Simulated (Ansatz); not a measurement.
H$_{4}$NSi (SMILES [NH][SiH3]), doublet, geometry from GFN2-xTB. Base run: Ansatz (a program for electronic structure) with CCSD/pcseg-1.

Ansatz was given this input:
Ansatz 0.2 input:
```yaml
crystal:
  periodic: [false, false, false]
  atoms:
    - {symbol: N, position_ang: [1.07284404, -0.47233394, -0.03757332]}
    - {symbol: Si, position_ang: [-0.46623376, 0.17659403, 0.02505938]}
    - {symbol: H, position_ang: [1.90814349, 0.00985181, -0.32564380]}
    - {symbol: H, position_ang: [-0.91969709, -0.03779712, 1.41254787]}
    - {symbol: H, position_ang: [-1.29533293, -0.71428448, -0.80899513]}
    - {symbol: H, position_ang: [-0.67574904, 1.57625096, -0.36572701]}
basis:
  gaussian:
    orbitals: pcseg-1.json
magnetization: {spin_polarized: true, initial_magnetization: 1}
correlation: {method: ccsd}
```
The basis file holds pcseg-1 in the JSON format of the Basis Set Exchange.

The base run was repeated with changes; each row names its change, and settings that it needs were set with it.

```csv
change,ΔE vs base (mEh),MP2 correlation (Eh),CC correlation without the perturbative part (Eh),basis functions
base,0.000,-0.23260,-0.26836,52
lower_state_search = off,0.000,-0.23260,-0.26836,52
electrons = outside_noble_gas,0.000,-0.23260,-0.26836,52
reference functional = pbe0,2.388,-,-0.28004,52
method = bccd_t,[?],-0.23260,-0.26800,52
method = bccd,0.358,-0.23260,-0.26800,52
"fitting = cc-pVTZ-JKFIT (mean field), cc-pVTZ-RIFIT (correlation)",0.067,-0.23257,-0.26834,52
diis_vectors = 2,0.000,-0.23260,-0.26836,52
method = rpa,[?],-,-,52
electrons = all,[?],[?],[?],52
```

Question: Fill in the missing entries.

Answer: 
- method = bccd_t, ΔE vs base (mEh): -5.404
- method = rpa, ΔE vs base (mEh): -35.122
- electrons = all, ΔE vs base (mEh): -10.179
- electrons = all, MP2 correlation (Eh): -0.24336
- electrons = all, CC correlation without the perturbative part (Eh): -0.27854
